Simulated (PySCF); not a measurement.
Input and output of a TDDFT job on `CC#C/C=N/[SiH2]C#N`.

The calculation used PySCF 2.14.0, density-fitted response routines, TDDFT B3LYP/def2-SVPD, vertical, gas phase, core orbitals frozen in the response.

Input of the driver that calls PySCF (job settings, then Cartesian coordinates in Å):

```
{"job": {"kind": "uv", "xc": "B3LYP", "basis": "def2-SVPD", "ip": true}, "charge": 0, "multiplicity": 1}
C     -3.2822    -1.7123     0.7278
C     -2.1079    -0.9171     0.4329
C     -1.1133    -0.2582     0.1990
C      0.0367     0.5203    -0.1370
N      1.0276     0.6726     0.6497
Si     2.4519     1.5940     0.2810
C      3.8776     0.3977     0.2932
N      4.7680    -0.3448     0.2842
H     -3.4079    -2.5105    -0.0208
H     -3.2081    -2.1794     1.7215
H     -4.1899    -1.0891     0.7060
H     -0.0092     0.9791    -1.1491
H      2.4450     2.2401    -1.0685
H      2.7058     2.5913     1.3512
```

The self-consistent field part of the output:

```
coarse grid: 12904 points
cycle   1  E = -592.6140612606  dE =  8.453e-01  |g| = 5.687e-01  |ddm| = 1.031e+01
cycle   2  E = -592.4085385548  dE =  2.055e-01  |g| = 1.099e+00  |ddm| = 3.677e+00
cycle   3  E = -592.6858166201  dE = -2.773e-01  |g| = 2.030e-01  |ddm| = 2.218e+00
cycle   4  E = -592.6945180001  dE = -8.701e-03  |g| = 7.474e-02  |ddm| = 3.437e-01
cycle   5  E = -592.6953263892  dE = -8.084e-04  |g| = 4.289e-02  |ddm| = 1.745e-01
cycle   6  E = -592.6957784645  dE = -4.521e-04  |g| = 4.922e-03  |ddm| = 7.597e-02
cycle   7  E = -592.6957821192  dE = -3.655e-06  |g| = 3.487e-03  |ddm| = 2.283e-02
cycle   8  E = -592.6957850547  dE = -2.936e-06  |g| = 9.495e-04  |ddm| = 6.685e-03
final grid: 122184 points
cycle   9  E = -592.7863863770  dE = -2.290e-05  |g| = 3.965e-03  |ddm| = 1.837e-01
cycle  10  E = -592.7863784031  dE =  7.974e-06  |g| = 6.906e-03  |ddm| = 2.367e-02
cycle  11  E = -592.7863896629  dE = -1.126e-05  |g| = 1.827e-03  |ddm| = 1.465e-02
cycle  12  E = -592.7863905527  dE = -8.898e-07  |g| = 2.188e-04  |ddm| = 2.639e-03
cycle  13  E = -592.7863905575  dE = -4.804e-09  |g| = 1.783e-04  |ddm| = 4.654e-04
cycle  14  E = -592.7863905643  dE = -6.832e-09  |g| = 4.019e-05  |ddm| = 2.284e-04
cycle  15  E = -592.7863905646  dE = -2.726e-10  |g| = 2.155e-05  |ddm| = 7.990e-05
converged SCF energy = -592.7863905646
```

Question: What follows in the output?

Answer: 
```
Static polarisability (au): isotropic 106.451, principal 72.144 83.456 163.754

Singlet excitations
state   eV       nm        f      main configurations
  1   3.7976    326.5   0.00006   H->L 0.99
  2   4.3536    284.8   0.00002   H-2->L 0.99
  3   5.1500    240.7   0.41283   H-1->L 0.88
  4   5.7582    215.3   0.03513   H->L+1 0.99
  5   6.1873    200.4   0.00057   H-1->L+1 0.84
  6   6.2103    199.6   0.00335   H->L+2 0.65, H-3->L 0.33
  7   6.2163    199.5   0.01100   H-3->L 0.59, H->L+2 0.32
  8   6.5329    189.8   0.01351   H-4->L 0.94
  9   6.6573    186.2   0.17269   H-2->L+1 0.92
 10   6.7302    184.2   0.00177   H-1->L+2 0.91

Triplet excitations (Tamm-Dancoff, eV): 3.2816 3.5271 4.1157 5.4958
Vertical ionisation energy (delta-SCF) = 9.6056 eV
Vertical electron affinity (delta-SCF) = 0.4601 eV
```

The SCF starts on a coarse grid; the energy jumps when the final grid takes over, and dE counts afresh there. The run used 212 basis functions and 15 SCF iterations for the ground state.

Time: 3.9 min; peak memory 0.88 GiB. Hardware: Arm Neoverse V2, one thread, no GPU (shared host).

Question: What transition dipole does the oscillator strength of state 3, the strongest, imply?

Answer: From f = (2/3)·ΔE·|μ|² in atomic units, ΔE = 0.1893 Eh and f = 0.4128 give |μ| = 1.81 au (4.60 D).

Geometry: PBE0-D3(BJ)/def2-SVP, one conformer, isolated molecule.
